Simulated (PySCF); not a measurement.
W (SMILES [W]), quintet (typed; the unrestricted solution is spin-contaminated) (core potentials on W).

The PySCF input:
```python
from pyscf import gto, scf, dft

mol = gto.Mole()
mol.atom = '''
    W     0.000000    0.000000    0.000000
'''
mol.basis = 'def2-svpd'
mol.ecp = {'W': 'def2-svpd'}
mol.charge = 0
mol.spin = 4
mol.verbose = 4
mol.build()

mf = dft.UKS(mol)
mf.xc = 'pbe0'
mf.kernel()
```

**Question.** What does this run give for the HOMO energy, dipole moment, <S^2>?

**Answer.** 
```yaml
HOMO energy: -5.36 eV
dipole_moment: 0.00 D
"<S^2>": 6.375
```

These values belong to the state on which the SCF converged, which isn't shown to be the lowest.
